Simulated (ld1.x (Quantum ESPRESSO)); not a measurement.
Transferability test, PAW potential for tellurium

```
Element                 : Te
Generator               : ld1.x (Quantum ESPRESSO) 7.5
Type                    : PAW
Functional              : PBE
Relativity              : scalar-relativistic
Frozen core             : [Ar] 3d10
Valence charge          : 24
Reference configuration : 4s2 4p6 4d10 5s1.75 5p4.25
Partial waves           : 4s (bound): rcut 1.00, rcutus 1.20 bohr; 5s (bound): rcut 1.00, rcutus 1.20 bohr; 4p (bound): rcut 1.20, rcutus 1.30 bohr; 5p (bound): rcut 1.20, rcutus 1.30 bohr; 4d (bound): rcut 0.95, rcutus 1.20 bohr; 4d channel at -1.05 Ry: rcut 0.95, rcutus 1.20 bohr; 4f channel at 0.15 Ry: rcut 1.05, rcutus 1.20 bohr
Local potential         : all-electron potential smoothed inside 0.95 bohr (lloc = -1)
Core correction         : Bessel-smoothed model core inside 0.95 bohr
Augmentation charge     : BESSEL, radius 0.90 bohr
```

Energies are relative to the spin-unpolarised reference configuration 4s2 4p6 4d10 5s1.75 5p4.25; without spin polarisation the order of configurations can differ from experiment.

Its overlap operator is not positive definite in a basis up to 400 Ry (lowest eigenvalue s -0.04, p -0.05), so the file is unfit for use: the generalised eigenproblem breaks down once the basis is large enough, and its test numbers describe a broken file.

| valence configuration | charge | ΔE all-electron (eV) | error AE − PS (meV) |
| --- | --- | --- | --- |
| 4s2 4p6 4d10 5s2 5p4 | 0 | -2.295 | +0.1 |
| 4s2 4p6 4d10 5s2 5p3 | +1 | 7.434 | -1.8 |
| 4s2 4p6 4d10 5s2 5p2 | +2 | 25.358 | -5.4 |
| 4s2 4p6 4d9 5s2 5p4 | +1 | 46.959 | -1.3 |
| 4s2 4p6 4d10 5s1 5p5 | 0 | 6.960 | +0.6 |
| 4s2 4p6 4d10 5s2 5p1 | +3 | 52.256 | -11 |
| 4s2 4p6 4d10 5s2 5p0 | +4 | 88.739 | -20 |

Levels in the configuration 4s2 4p6 4d9 5s2 5p4:

```json
{"level": "4s", "all-electron (eV)": "-181.163", "pseudo (eV)": "-181.122"}
{"level": "4p", "all-electron (eV)": "-130.846", "pseudo (eV)": "-130.815"}
{"level": "4d", "all-electron (eV)": "-57.233", "pseudo (eV)": "-57.207"}
{"level": "5s", "all-electron (eV)": "-25.644", "pseudo (eV)": "-25.641"}
{"level": "5p", "all-electron (eV)": "-15.148", "pseudo (eV)": "-15.146"}
```

The ghost test of this file was not conclusive.
